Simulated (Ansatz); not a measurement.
Consider the ligand exchange at the Al–C bond: `C[CH]([SiH3])[AlH][NH2]` + `O[SiH2][SiH3]` → `[NH2][AlH][O][SiH2][SiH3]` + `CC[SiH3]`.

Computed with Ansatz on PBE0-D4/def2-TZVP structures; ΔE is electronic, products minus reactants. CCSD(T)/CBS is the MP2 limit (def2-TZVPP, def2-QZVPP) plus CCSD(T) − MP2 in def2-TZVPP, frozen cores. Functionals use def2-TZVPP. B3LYP here is the variant with VWN-RPA as its local correlation; programs differ in this. Each species was taken in one conformer, which may not be the lowest.

Is it downhill or uphill in electronic energy at CCSD(T)/CBS, and by how much? (An estimate is asked.)

Ansatz gave: Downhill: ΔE = -1.69 eV.

What do these levels give: B3LYP-D4, ωB97X-V, PBE, PBE0, B3LYP, MP2/def2-TZVPP? (Best estimate.)

Computed: B3LYP-D4 -1.74, ωB97X-V -1.69, PBE -1.56, PBE0 -1.62, B3LYP -1.76, MP2/def2-TZVPP -1.70 eV.

Largest T1 diagnostic among the species: 0.012.

From PBE to PBE0 (25 % exact exchange), in def2-TZVPP and without D4, ΔE moves by −0.06 eV. In def2-TZVPP, CCSD(T) changes the Hartree–Fock value by +0.25 eV (the triples alone add +0.04 eV) and MP2 by +0.25 eV.
